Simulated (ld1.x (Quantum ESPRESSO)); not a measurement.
germanium (Ge), PAW: configuration errors across variants

```
Element                 : germanium (Ge)
Generator               : ld1.x (Quantum ESPRESSO) 7.5
Type                    : PAW
Functional              : PBEsol
Relativity              : non-relativistic
Frozen core             : [Ar]
Valence charge          : 14
Reference configuration : 3d10 4s2 4p1 (charge +1)
Partial waves           : 4s (bound): rcut 1.65, rcutus 1.80 bohr; 4s channel at 0.8 Ry: rcut 1.65, rcutus 1.80 bohr; 4p (bound): rcut 1.45, rcutus 1.70 bohr; 4p channel at 2.4 Ry: rcut 1.45, rcutus 1.70 bohr; 3d (bound): rcut 0.70, rcutus 0.75 bohr; 3d channel at -2.55 Ry: rcut 0.70, rcutus 0.75 bohr
Local potential         : all-electron potential smoothed inside 1.45 bohr (lloc = -1)
Core correction         : Bessel-smoothed model core, default radius (core density twice the valence density)
Augmentation charge     : BESSEL, radius 0.55 bohr
```

All-electron excitation energies from the reference (eV): (1) 3d10 4s2 4p2 -7.486; (2) 3d10 4s2 4p0 15.460; (3) 3d10 4s1 4p0 49.700; (4) 3d9 4s2 4p2 32.123; (5) 3d10 4s2 4p1.5 -4.663; (6) 3d10 4s2 4p2.3 -8.380; (7) 3d10 4s1 4p2 8.308.

Tests that are not counted but printed errors over 1 eV. “type TM; waves now 4s (bound): rc 1.80 bohr; 4p (bound): rc 1.70 bohr; 3d (bound): rc 0.75 bohr; local potential all-electron potential smoothed inside 0.75 bohr (lloc = -1)”: 3d9 4s2 4p2 (solver errors, printed error -2538 eV).

4 further variants failed, have other tests or another functional or relativity, and are left out.

A true bound ghost makes a file unfit for plane-wave use even where its test errors are small: the radial tests pick states by their node count and pass the ghost by. Where a test does run into it, the solver fails or the error is huge.

Errors AE − PS in meV (a dash: test not solved or not reliable):

| change | (1) | (2) | (3) | (4) | (5) | (6) | (7) | bound ghosts |
| --- | --- | --- | --- | --- | --- | --- | --- | --- |
| base | +0.2 | -0.4 | -1.9 | -216 | 0.0 | +0.2 | +1.4 | none |
| waves 4p (bound): rcut 1.45, rcutus 1.60 bohr; 4p channel at 2.4 Ry: rcut 1.45, rcutus 1.60 bohr | +0.4 | -0.5 | -2.6 | -217 | 0.0 | +0.4 | +1.9 | none |
| type TM; waves now 4s (bound): rc 1.80 bohr; 4p (bound): rc 1.70 bohr; 3d (bound): rc 0.75 bohr; local potential all-electron potential smoothed inside 0.75 bohr (lloc = -1) | -0.1 | +0.1 | -9.7 | – | -0.1 | -0.2 | -1.9 | s, p |
| local potential all-electron potential smoothed inside 0.86 bohr (lloc = -1) | +1.2 | -3.4 | +3.6 | -205 | +0.6 | +1.2 | +2.8 | s |
| waves 3d (bound): rcut 0.70, rcutus 0.82 bohr; 3d channel at -2.55 Ry: rcut 0.70, rcutus 0.82 bohr | +0.1 | -0.2 | -0.5 | -212 | -0.1 | +0.1 | +1.9 | none |
| waves 4s (bound): rcut 1.44, rcutus 1.52 bohr; 4s channel at 0.8 Ry: rcut 1.44, rcutus 1.52 bohr | +0.1 | -0.4 | -5.5 | -285 | 0.0 | +0.1 | -0.6 | s |
| wave 3d channel at -2.55 Ry: rcut 0.70, rcutus 0.75 bohr becomes 3d channel at -2.58 Ry: rcut 0.70, rcutus 0.75 bohr | +0.1 | -0.2 | -1.3 | -216 | -0.1 | +0.1 | +1.5 | none |
| augmentation BESSEL, radius 0.60 bohr | +0.1 | -0.5 | -2.2 | -220 | 0.0 | +0.2 | +1.2 | none |

Q: Give the same row for: local potential all-electron potential smoothed inside 1.75 bohr (lloc = -2).

A: +0.1, -0.3, -3.5, -291, -0.1, 0.0, +0.4; bound ghosts: none.
